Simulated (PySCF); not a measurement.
# Dipole response of C⁻ (carbon, charge -1)

[He] 2s2 2p3, high-spin 4S determinant. Computed with PySCF 2.14 in aug-cc-pwCVTZ (7s6p4d2f, 59 functions), with the non-relativistic Hamiltonian (point nucleus). Coupled (time-dependent) response in atomic units; α is the mean over directions.

```tsv
method	mean α (bohr³)	C₆ (like pair)	S(−4)
UHF	36.72	256.7	929.5
```

S(−4) is the Cauchy moment in α(ω) = α(0) + S(−4) ω² + …

α(iu) at UHF:

```json
{"u (hartree)": "0", "α(iu) (bohr³)": "36.72"}
{"u (hartree)": "0.0500", "α(iu) (bohr³)": "34.61"}
{"u (hartree)": "0.100", "α(iu) (bohr³)": "30.07"}
{"u (hartree)": "0.200", "α(iu) (bohr³)": "21.55"}
{"u (hartree)": "0.300", "α(iu) (bohr³)": "15.75"}
{"u (hartree)": "0.500", "α(iu) (bohr³)": "9.091"}
{"u (hartree)": "0.750", "α(iu) (bohr³)": "5.225"}
{"u (hartree)": "1.00", "α(iu) (bohr³)": "3.363"}
{"u (hartree)": "1.50", "α(iu) (bohr³)": "1.724"}
{"u (hartree)": "2.00", "α(iu) (bohr³)": "1.048"}
{"u (hartree)": "3.00", "α(iu) (bohr³)": "0.5082"}
{"u (hartree)": "5.00", "α(iu) (bohr³)": "0.1997"}
```

For an ion, C₆ is the dispersion term alone; charge-induced terms of lower order in 1/R come first.
